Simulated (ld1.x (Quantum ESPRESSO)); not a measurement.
**Mg: excitation energies, all-electron against PAW**

ld1.x (Quantum ESPRESSO) 7.5 input, shortened:

```
&input
   title='Mg', zed=12., rel=1, dft='PBE', iswitch=3,
   config='[Ne] 3s1 3p1 3d-2'
 /
 &inputp
   pseudotype=3, lpaw=.true., tm=.true., lloc=-1, rcloc=2.70,
   nlcc=.true., new_core_ps=.true., rcore=1.75,
   which_augfun='PSQ', rmatch_augfun_nc=.true.
 /
5
3S  1  0   1.00   0.00  2.50  2.70  0.0
3S  1  0   0.00   3.10  2.50  2.70  0.0
3P  2  1   1.00   0.00  1.60  2.20  0.0
3P  2  1   0.00   1.20  1.60  2.20  0.0
3D  3  2  -2.00   0.10  2.20  3.05  0.0
 &test
   configts(1)='3s1 3p1'
 /
```

Energies are relative to the spin-unpolarised reference configuration 3s1 3p1; without spin polarisation the order of configurations can differ from experiment. The frozen-core shift is the all-electron ΔE with the core orbitals held at their reference shape minus the fully relaxed ΔE.

```tsv
valence configuration	charge	ΔE all-electron (eV)	error AE − PS (meV)	frozen-core shift (meV)
3s2 3p0	0	-3.491	-1.7	+1.9
3s1.5 3p0	+0.5	-0.347	-0.4	+0.4
3s0 3p2	0	3.692	-2.2	+2.4
```

(1) What are ΔE and the potential's error for 3s0 3p1?

(2) What are ΔE and the potential's error for 3s1 3p0?

Answers

(1) ΔE = 8.837 eV all-electron; the error (AE − PS) is -5.5 meV.

(2) ΔE = 4.469 eV all-electron; the error (AE − PS) is -0.7 meV.
